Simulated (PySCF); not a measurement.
C₇H₈FNSi.
Cartesian coordinates in Å at the PBE0-D3(BJ)/def2-SVP level; atoms count from 1:
```
atom  x, y, z in Å
C1    -2.485    2.486    0.115
C2    -1.951    1.420   -0.128
Si3   -1.184   -0.203   -0.492
C4    -1.851   -1.513    0.647
N5     0.583   -0.074   -0.307
C6     1.536   -0.188   -1.313
C7     2.783   -0.033   -0.762
C8     2.618    0.189    0.641
C9     1.269    0.154    0.852
F10    0.577    0.306    1.972
H11   -2.949    3.432    0.333
H12   -1.365   -0.528   -1.931
H13   -2.941   -1.607    0.533
H14   -1.387   -2.486    0.421
H15   -1.628   -1.253    1.692
H16    1.234   -0.372   -2.341
H17    3.727   -0.073   -1.302
H18    3.384    0.353    1.394
```

All values: PBE0/pcSseg-1 (PySCF, non-relativistic), on one gas-phase PBE0-D3(BJ)/def2-SVP geometry that isn't relaxed in the solvent. The solvent is an IEF-PCM continuum (van der Waals radii × 1.2). Specific hydrogen bonds and non-electrostatic terms are outside this model.

```json
{"medium": "gas phase", "total energy (Eh)": "-714.941582", "HOMO (eV)": "-6.076", "LUMO (eV)": "-0.372", "dipole (D)": "1.727"}
{"medium": "water (ε = 78.36)", "total energy (Eh)": "-714.950789", "HOMO (eV)": "-6.282", "LUMO (eV)": "-0.345", "dipole (D)": "2.233"}
```

Problem. What is E(solvent) − E(gas) in water, in kcal/mol?

Solution. -714.950789 − (-714.941582) = -0.009207 Eh = -5.78 kcal/mol.

Problem. Scale it by Onsager's factor (ε − 1)/(2ε + 1) to chloroform (ε = 4.711), and compare with the calculation.

Solution. The factor goes from 0.490 to 0.356, a ratio of 0.726, which gives -4.19 kcal/mol. The calculation gives -4.00 kcal/mol (total energy -714.947958 Eh), so the scaled value is 4.8 % too large in size.

Problem. Scale the changes of the other columns the same way. What are the values in chloroform?

Solution. 
```
  quantity  scaled  computed  difference
 HOMO (eV)  -6.225    -6.206      -0.019
 LUMO (eV)  -0.352    -0.331      -0.021
dipole (D)   2.095     2.075      +0.020
```

Problem. How does each lowering split into the polarisation term (half the interaction with the induced surface charges) and the distortion of the solute's density?

Solution. water: -6.47 + 0.69 kcal/mol, the distortion taking back 11 % of the polarisation term; chloroform: -4.32 + 0.32 kcal/mol, the distortion taking back 7 % of the polarisation term.

The run took 2.1 min wall on an Intel Xeon at 2.50 GHz with one thread, no GPU, shared host with 64 logical CPUs at a one-minute load of 63, and the process peaked at 1.2 GiB of memory. This is the whole shielding run at PBE0/pcSseg-1 in chloroform, SCF included.
